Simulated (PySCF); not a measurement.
## Radial density of N (nitrogen, neutral)

PBE, [He] 2s2 2p3, high-spin 4S determinant. Computed with PySCF 2.14 in jorge-DZP-DKH (4s2p1d, 15 functions), with scalar relativity by spin-free X2C-1e.

```json
{"r (bohr)": "0.00329", "4πr²ρ (e/bohr)": "0.02727", "4πr²(ρα − ρβ)": "0.0000"}
{"r (bohr)": "0.00553", "4πr²ρ (e/bohr)": "0.07545", "4πr²(ρα − ρβ)": "0.0000"}
{"r (bohr)": "0.00930", "4πr²ρ (e/bohr)": "0.2023", "4πr²(ρα − ρβ)": "-0.0001"}
{"r (bohr)": "0.0156", "4πr²ρ (e/bohr)": "0.5164", "4πr²(ρα − ρβ)": "-0.0002"}
{"r (bohr)": "0.0263", "4πr²ρ (e/bohr)": "1.252", "4πr²(ρα − ρβ)": "-0.0003"}
{"r (bohr)": "0.0443", "4πr²ρ (e/bohr)": "2.748", "4πr²(ρα − ρβ)": "0.0000"}
{"r (bohr)": "0.0744", "4πr²ρ (e/bohr)": "5.118", "4πr²(ρα − ρβ)": "0.0045"}
{"r (bohr)": "0.125", "4πr²ρ (e/bohr)": "7.211", "4πr²(ρα − ρβ)": "0.0326"}
{"r (bohr)": "0.211", "4πr²ρ (e/bohr)": "6.490", "4πr²(ρα − ρβ)": "0.1569"}
{"r (bohr)": "0.354", "4πr²ρ (e/bohr)": "3.229", "4πr²(ρα − ρβ)": "0.5562"}
{"r (bohr)": "0.596", "4πr²ρ (e/bohr)": "2.471", "4πr²(ρα − ρβ)": "1.4087"}
{"r (bohr)": "1.00", "4πr²ρ (e/bohr)": "3.523", "4πr²(ρα − ρβ)": "1.9690"}
{"r (bohr)": "1.69", "4πr²ρ (e/bohr)": "2.047", "4πr²(ρα − ρβ)": "1.1900"}
{"r (bohr)": "2.84", "4πr²ρ (e/bohr)": "0.3545", "4πr²(ρα − ρβ)": "0.2376"}
{"r (bohr)": "4.77", "4πr²ρ (e/bohr)": "0.007436", "4πr²(ρα − ρβ)": "0.0070"}
```

Densities and radii are taken from the X2C orbitals without a picture-change correction, which distorts them close to the nucleus.
